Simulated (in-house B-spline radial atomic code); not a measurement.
The numbers below are computed, except where a source is named.
## Two electrons in Si: a parabolic dot with ħω = 19.2 meV in all three directions

For Si the NSM archive of the Ioffe Institute lists m_l = 0.98 m0, m_t = 0.19 m0 and ε = 11.7; the model takes one isotropic valley with the conductivity mass 3/(1/m_l + 2/m_t) = 0.26 m0, and so misses anisotropy and the other valleys. All triplets below are those of one valley; with several valleys two electrons can form a triplet in the 1s orbital itself, at an energy set by the valley splitting.

Effective-mass model with parabolic bands, a uniform dielectric constant, no image charges, no central-cell or spin-orbit terms. Two-electron levels come from full CI in B-splines with partial waves to l = 5 (up to 0.001 effective hartree above the limit).

(1) What are the effective units, and what is the potential in them?

In these units the lowest s and p orbitals lie at 0.558000 and 0.930000, and their Coulomb and exchange integrals are J_ss = 0.486644, J_sp = 0.405537 and K_sp = 0.08111. (For a parabolic well J_ss = √(2ω/π).) Full CI gives 1.540368 for the ground singlet, 1.796167 for the sp triplet, 1.912491 for the sp singlet and 2.168182 for the lowest triplet of two s orbitals.

(2) What does it cost to add the second electron, to first order and exactly?

(3) How far above the singlet do the triplets lie?

Results:

(1) Ha* = 27211.386 meV × 0.26/11.7² = 51.68 meV and a* = 0.0529177 nm × 11.7/0.26 = 2.381 nm. The frequency is ω = 0.372 Ha*. The one-electron levels are 3ω/2 = 0.5580 and 5ω/2 = 0.9300 Ha*.

(2) To first order E = 2ε_s + J_ss = 1.602644, so the charging energy E(2) − 2E(1) is J_ss = 25.15 meV. CI gives 1.540368 − 2 × (0.558000) = 0.424368, or 21.93 meV: relaxation and correlation lower it by 3.219 meV, 12.8 % of J_ss. The s² configuration of one-electron orbitals holds 93.8 % of the state, and the mean radius is 4.88 nm.

(3) To first order the sp triplet lies at ε_s + ε_p + J_sp − K_sp = 1.812430, which is 10.84 meV above 2ε_s + J_ss. CI gives 1.796167 − (1.540368) = 0.255799, or 13.22 meV, 69 % of the orbital spacing of 19.23 meV. The ss triplet lies 32.45 meV up, so the lower of the two is the sp one, and its gap equals k_BT at 153 K. The sp singlet-triplet splitting is 6.012 meV, against 2K_sp = 8.384 meV. The sp singlet lies ħω above the ground state (0.372122 against 0.372), as Kohn's theorem demands for a parabolic well.
